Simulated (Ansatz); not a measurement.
Coupled-cluster diagnostics for Au₂S (the lowest singlet isomer of a short search), Ansatz.

Geometry of the singlet (PBE-D4/def2-TZVP):

Cartesian coordinates in Å:
```
Au 1.139 -0.275 1.223
Au -0.205 0.318 -1.651
S -0.935 -0.043 0.428
```

In the def2 sets Au takes a core potential; there is no spin–orbit coupling. Correlated methods freeze 5 core orbitals; core or outer-core shells of Au are correlated, in sets that lack core-valence functions. The structure comes from a short search, and lower isomers may exist.

(1) Estimate the CCSD(T) correlation energy, the shares of MP2 and (T), T1 and the reference's ⟨S²⟩ for: charge 0, singlet, own geometry in def2-TZVPP; and the rough time on 4 threads of Arm Neoverse V1 on a shared host.

Answers

(1) 
```json
{"state": "charge 0, singlet, own geometry", "basis": "def2-TZVPP", "correlation (eV)": "-37.707", "MP2 share (%)": "101.9", "(T) share (%)": "4.1", "T1": "0.028", "⟨S²⟩ (pure)": "0.00 (0.00)", "wall time": "11 s"}
```
Customary marks for T1 are 0.02 (closed shells), 0.045 (open shells) and about 0.05 (3d metals). T1 exceeds 0.02 in 1 of 1 rows and 0.045 in 0; the higher it lies, the less the single-reference result can be trusted.
